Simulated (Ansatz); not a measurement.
Relaxation of a periodic cell of 13 atoms, LiMg12 (host Mg, host structure hcp, interstitial Li), to a largest force component of 0.08 eV/Å in at most 25 steps.

Theory: DFT PBEsol, scalar-relativistic, plane waves, PAW (Ansatz). Settings: cutoff 420 eV, k mesh 3x2x3, fermi-dirac smearing 0.1 eV, no spin polarisation.

```xyz
13
Lattice="6.4200 0.0000 0.0000 -4.8150 8.3398 0.0000 0.0000 0.0000 5.2130" Properties=species:S:1:pos:R:3
Mg 0.000 0.000 0.000
Mg 0.000 1.853 2.607
Mg -1.605 2.780 0.000
Mg -1.605 4.633 2.607
Mg -3.210 5.560 0.000
Mg -3.210 7.413 2.607
Mg 3.210 0.000 0.000
Mg 3.210 1.853 2.607
Mg 1.605 2.780 0.000
Mg 1.605 4.633 2.607
Mg 0.000 5.560 0.000
Mg 0.000 7.413 2.607
Li 1.593 0.927 1.365
```

**Question.** Where does it end, and by what steps?

**Answer.** The forces met the threshold. The threshold is loose, so the end isn't yet a minimum. Limits of this set-up: coarse k mesh. After 3 steps the energy has fallen by 0.996 eV; Mg2 moved furthest, 0.33 Å.

| step | energy less start (eV) | largest force component (eV/Å) | accepted |
| --- | --- | --- | --- |
| 0 | 0.0000 | 1.240 | yes |
| 1 | -0.8175 | 0.494 | yes |
| 2 | -0.9802 | 0.088 | yes |
| 3 | -0.9955 | 0.054 | yes |

```xyz
13
Lattice="6.4200 0.0000 0.0000 -4.8150 8.3398 0.0000 0.0000 0.0000 5.2130" Properties=species:S:1:pos:R:3
Mg -0.103 -0.140 -0.259
Mg -0.098 2.045 2.860
Mg -1.593 2.651 0.249
Mg -1.578 4.675 2.647
Mg -3.177 5.550 0.069
Mg -3.229 7.126 2.692
Mg 3.298 -0.169 -0.258
Mg 3.316 2.027 2.861
Mg 1.608 3.022 -0.055
Mg 1.569 4.626 2.553
Mg -0.016 5.530 -0.047
Mg -0.011 7.561 2.354
Li 1.605 0.904 1.340
```

Whether the end is a true minimum wasn't checked by a vibrational analysis.

Run time: 22 s on 2 threads of Arm Neoverse V2 (shared host), peak memory 0.58 GiB.
